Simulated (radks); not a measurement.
Fractional charge and spin in the 4s shell of cobalt: the spin-up occupation runs from 0 to 1 and the spin-down occupation from 0 to 1; the fullest corner is Co, [Ar] 3d(up 3.5, down 3.5) 4s(up 1, down 1). All-electron calculation, non-relativistic Kohn-Sham, r2SCAN, spin-polarised, spherical densities, point nucleus; meta-GGA in the generalised Kohn-Sham scheme. Program: a radial shooting solver on a logarithmic mesh with Libxc functionals. Energy (eV) minus the two flat planes that join the four corners (they meet along the diagonal where the two added fractions sum to one electron); zero is where a piecewise linear energy would lie.

down \ up       0    0.25     0.5    0.75       1
0           0.000  -0.594  -0.799  -0.604   0.000
0.25       -0.594  -0.642  -0.307   0.413  -0.524
0.5        -0.799  -0.307   0.554  -0.268  -0.701
0.75       -0.604   0.413  -0.268  -0.586  -0.530
1           0.000  -0.524  -0.701  -0.530   0.000

Corners above the fullest one (they belong to Co+ and the next ion): (up 1, down 0) 8.429 eV, (up 0, down 1) 8.429 eV, (up 0, down 0) 25.075 eV. With half an added electron in each spin the energy lies 0.554 eV from the planes, and with half an added electron in spin up alone -0.799 eV. The planes are only a guide here: the flat-plane condition holds for ground states with one frontier orbital, while other shells are open and held unpolarised.
